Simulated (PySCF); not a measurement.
# Correlation energy of Os (osmium, neutral)

[Xe] 4f14 5d7 6s1, high-spin 5F determinant (an excited configuration). All numbers are calculated (PySCF 2.14, the spin-free X2C one-electron Hamiltonian (Gaussian nucleus), in ANO-RCC-VTZP). Frozen: [Xe] 4f14; 8 electrons correlated.

MP2 pair energies summed by pair of shells (mhartree):

```
 pair   energy  share (%)
5d-5d  -139.27       81.0
5d-6s   -32.70       19.0
```

Total MP2 correlation energy: -171.97 mhartree.

Same-spin part -74.41 and opposite-spin part -97.56 mhartree; SCS-MP2 scales them by 1/3 and 6/5 to -141.87 mhartree.
